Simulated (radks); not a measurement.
All-electron atom: Sm II in [Xe] 4f6 5d1 (not the ground configuration). All-electron calculation, scalar-relativistic Kohn-Sham, LDA (Slater exchange, Perdew-Wang correlation), spin-polarised, spherical densities, point nucleus; open shells are filled with parallel spins first (spin-orbit coupling, left out, can overturn this in heavy ions). Program: a radial shooting solver on a logarithmic mesh with Libxc functionals.

Normalised radial functions P(r) = r R(r), r in bohr:

r	4d down	5s down	5p down
0.001095	0.0000	0.0424	0.0010
0.001727	0.0000	0.0609	0.0021
0.002703	0.0001	0.0848	0.0045
0.004265	0.0004	0.1138	0.0099
0.00673	0.0014	0.1416	0.0211
0.01062	0.0049	0.1535	0.0436
0.01662	0.0158	0.1230	0.0835
0.02622	0.0496	0.0190	0.1438
0.04137	0.1408	-0.1478	0.2000
0.06527	0.3407	-0.2451	0.1733
0.1022	0.6330	-0.0604	-0.0226
0.1612	0.7608	0.3107	-0.2763
0.2543	0.2092	0.1749	-0.1422
0.4012	-0.9034	-0.4634	0.3665
0.633	-1.3382	-0.1783	0.2502
0.9908	-0.7468	0.8007	-0.5563
1.563	-0.1668	0.8719	-0.8709
2.466	-0.0119	0.3046	-0.4698
3.891	-0.0002	0.0336	-0.1012
6.091	0.0000	0.0008	-0.0070
9.61	0.0000	0.0000	-0.0001

4d down: eigenvalue -129.79 eV, 1 radial node at r = 0.279 bohr, <r> = 0.672 bohr, 90 % of the charge inside 1.01 bohr. 5s down: eigenvalue -45.841 eV, 4 radial nodes at r = 0.0278, 0.110, 0.288, 0.686 bohr, <r> = 1.42 bohr, 90 % of the charge inside 2.06 bohr. 5p down: eigenvalue -26.220 eV, 3 radial nodes at r = 0.0984, 0.290, 0.736 bohr, <r> = 1.69 bohr, 90 % of the charge inside 2.50 bohr.
